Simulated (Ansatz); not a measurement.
The first iterations of a band of C2H7BGeO (12 atoms, charge 0, multiplicity 1).

All numbers below come from RKS PBE/def2-SVP in Ansatz.

* movable images: 9
* climbing image: yes
* spring: 5.0 eV/Å²
* optimiser: quadratic models (default)
* start path: straight line
* force threshold: 0.05 eV/Å
* iteration limit: 60
* end points: relaxed

Image 0:

```xyz
12
Properties=species:S:1:pos:R:3
B -1.430 0.679 -0.372
C -0.367 0.281 0.638
C 1.107 0.738 0.567
O 1.807 -0.317 -0.146
Ge 0.309 -1.305 -0.483
H -2.560 0.227 -0.280
H -1.136 1.358 -1.343
H -0.682 -0.154 1.607
H 1.214 1.697 0.013
H 1.552 0.870 1.578
H 0.273 -2.676 0.247
H -0.010 -1.455 -1.994
```

Image 10:

```xyz
12
Properties=species:S:1:pos:R:3
B -1.067 0.940 -0.604
C -0.868 -0.268 0.497
C 0.095 0.921 0.456
O 1.423 0.316 -0.106
Ge 0.440 -1.455 -0.225
H -1.995 1.711 -0.409
H -0.757 0.693 -1.769
H -1.493 -0.520 1.368
H 0.334 1.567 1.317
H 2.084 0.275 0.617
H 1.382 -2.390 0.614
H 0.501 -1.846 -1.723
```

| iteration | highest image above the first end (eV) | largest band force component (eV/Å) |
| --- | --- | --- |
| 1 | 7.212 | 17.972 |
| 2 | 4.176 | 3.335 |
| 3 | 3.553 | 1.651 |
| 4 | 3.320 | 3.717 |
| 5 | 3.404 | 1.939 |
| 6 | 3.322 | 0.539 |
| 7 | 3.147 | 1.794 |

Question: Does the band converge within its limit, and where does its top end?

Answer: The forces met the threshold. It ended after 21 iterations with the highest image 3.203 eV above the first end. Neighbouring images differ by up to 1.6 eV, so the band resolves the path poorly. The order of the stationary point at the top wasn't checked. The orbitals stay closed-shell, which can raise the energy where a bond breaks towards radicals; this wasn't checked here.

Time of the run: 8.4 min on 2 threads of AMD EPYC 7R13 Processor (Zen 3) (shared host), peak memory 0.19 GiB.
